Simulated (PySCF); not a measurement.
# Two-component Hartree-Fock for Pb⁷⁴⁺ (lead, charge +74)

Start: [He] 2s2 2p4; 2p1/2 filled at m_j = -1/2, +1/2; 2p3/2 filled at m_j = +1/2, +3/2. Calculated with PySCF 2.14 in an even-tempered Gaussian basis (16 s from 64 bohr⁻², ratio 2.4; 13 p from 83 bohr⁻², ratio 2.4; 5 d from 280 bohr⁻², ratio 2.6; 4 f from 420 bohr⁻², ratio 2.6): generalised Hartree-Fock with the X2C-1e Hamiltonian and a Gaussian nucleus; one run each with spin-orbit coupling (SO) switched off, then screened by Boettger's factors.

```
spinor shell  electrons  ε, spin-free (eV)  ε, screened SO (eV)  weight of nominal j (screened SO)  rms radius, screened SO (bohr)
       1s1/2          2           -96499.1             -96430.1                              1.000                          0.0180
       2s1/2          2           -23156.5             -23136.1                              1.000                          0.0712
       2p1/2          2           -21049.4             -22690.5                              1.000                          0.0599
       2p3/2          2           -21049.4             -20398.5                              1.000                          0.0676
```

```json
{"quantity": "E (hartree)", "spin-free": "-12400.38212", "screened SO": "-12476.12735"}
{"quantity": "M_J", "spin-free": "2", "screened SO": "2"}
{"quantity": "⟨J²⟩", "spin-free": "6.000", "screened SO": "6.000"}
{"quantity": "⟨L²⟩", "spin-free": "2.000", "screened SO": "3.325"}
{"quantity": "⟨S²⟩", "spin-free": "2.000", "screened SO": "1.378"}
```

Each row is a mean over spinors that exchange with the open shell spreads, by up to 100.10 eV (2s1/2).

Breit and QED terms are absent; they matter most for the inner s and p1/2 levels.

Densities and radii are taken from the X2C orbitals without a picture-change correction, which distorts them close to the nucleus.

Without spin-orbit coupling the j labels of p, d and f shells carry no meaning; the spin-free column gives the mean over the occupied spinors of each nl shell.
